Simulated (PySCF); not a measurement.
## C2H5O4Si: g tensor and hyperfine couplings

C2H5O4Si (doublet state).
Atom-mapped SMILES: `[CH2:1][O:2][C:3](=[O:4])[SiH:5]([OH:6])[OH:7]` (hydrogens: H8, H9 on C1; H10 on Si5; H11 on O6; H12 on O7)

Structure used (GFN2-xTB), in Å, numbered top down from 1:
```
atom  x, y, z in Å
C1     2.3776   -1.1473   -0.1405
O2     1.1580   -0.8199    0.2647
C3     0.3443   -0.0649   -0.5218
O4     0.6922    0.3000   -1.6311
Si5   -1.3588    0.2811    0.2502
O6    -1.8839    1.7566   -0.1829
O7    -1.1213    0.2702    1.8459
H8     2.7347   -0.8138   -1.0987
H9     2.9563   -1.7317    0.5455
H10   -2.3225   -0.7350   -0.1683
H11   -1.8113    2.0553   -1.0851
H12   -1.7641    0.6485    2.4402
```

The hyperfine couplings belong to this conformer and change with its torsions.

Method: UKS B3LYP, pcH-1 on C H O Si, non-relativistic, mean-field spin-orbit, GIAO (PySCF). One conformer (not necessarily the lowest) at the GFN2-xTB geometry, without solvent, vibrations or thermal averaging. A GFN2-xTB geometry isn't a minimum of the functional, and hyperfine couplings can be far from their values at a DFT geometry. Stability of the SCF solution: not tested.

```json
{
  "g1, g2, g3": "2.00213, 2.00259, 2.00379",
  "g_iso": "2.00284",
  "Form of g": "rhombic: the two nearest values differ by 27 % of g3 − g1",
  "⟨S²⟩": "0.7546 (exact 0.7500)",
  "α and β electrons": "32, 31",
  "HOMO–LUMO gap, α and β orbitals": "4.55, 5.47 eV",
  "Basis functions": "235"
}
```

Hyperfine couplings atom by atom, in MHz; T1 to T3 are the principal values of the dipolar part; ρ(0) is the spin density at the nucleus:

| atom | isotope | a_iso | of which spin–orbit | T1 | T2 | T3 | Mulliken spin population | ρ(0) (bohr⁻³) |
| --- | --- | --- | --- | --- | --- | --- | --- | --- |
| C1 | 13C | 84.3 | -0.1 | -77.6 | -74.8 | 152.4 | 0.94 | 0.0751 |
| O2 | 17O | -5.6 | 0.1 | -24.0 | 11.1 | 12.9 | 0.01 | 0.0094 |
| C3 | 13C | 6.7 | 0.0 | -6.4 | -4.5 | 10.9 | 0.06 | 0.0060 |
| O4 | 17O | -5.2 | 0.0 | -26.0 | 12.4 | 13.6 | 0.08 | 0.0085 |
| Si5 | 29Si | 6.6 | 0.0 | -0.4 | -0.1 | 0.5 | 0.00 | -0.0074 |
| O6 | 17O | -0.4 | 0.0 | -0.2 | 0.1 | 0.1 | 0.00 | 0.0007 |
| O7 | 17O | -1.1 | 0.0 | -0.3 | 0.0 | 0.3 | 0.00 | 0.0018 |
| H8 | 1H | -63.9 | 0.0 | -34.8 | -0.6 | 35.4 | -0.04 | -0.0143 |
| H9 | 1H | -63.7 | 0.0 | -36.6 | -0.1 | 36.7 | -0.04 | -0.0143 |
| H10 | 1H | 2.5 | 0.0 | -1.0 | -0.9 | 1.9 | 0.00 | 0.0006 |
| H11 | 1H | 0.0 | 0.0 | -0.7 | -0.7 | 1.4 | 0.00 | 0.0000 |
| H12 | 1H | 0.0 | 0.0 | -0.7 | -0.7 | 1.4 | 0.00 | 0.0000 |

The largest Mulliken spin populations are on C1 (+0.94) and O4 (+0.08). No atom but C1 exceeds +0.15. The angles at C1 add up to 360.0°, so it is planar; its axial dipolar tensor and the negative couplings of its protons fit spin in a p orbital normal to that plane.

Axes: g3 points within 9° of the C1–H9 bond.

Under fast tumbling the dipolar parts average out, and these isotropic splittings remain: 1 × 1H (H8, I = 1/2, 2 lines) with 2.28 mT, 1 × 1H (H9, I = 1/2, 2 lines) with 2.27 mT and 1 × 1H (H10, I = 1/2, 2 lines) with 0.09 mT.

H8 and H9 aren't averaged: C1 is flat or nearly so (angle sum 360°), and its turn about the short C1–O2 bond (1.33 Å) is taken as slow.

The 29Si coupling of Si5 (6.6 MHz) shows only in satellite lines or after enrichment, since that isotope makes up about 4.7 % of natural silicon.

The 13C coupling of C1 (84.3 MHz) shows only in satellite lines or after enrichment, since that isotope makes up about 1.07 % of natural carbon.

β density exceeds α density at some nuclei, such as H8 (-0.0143), H9 (-0.0143) and Si5 (-0.0074), spin density in bohr⁻³. In a single determinant that takes different orbitals for the two spins, that is spin polarisation.
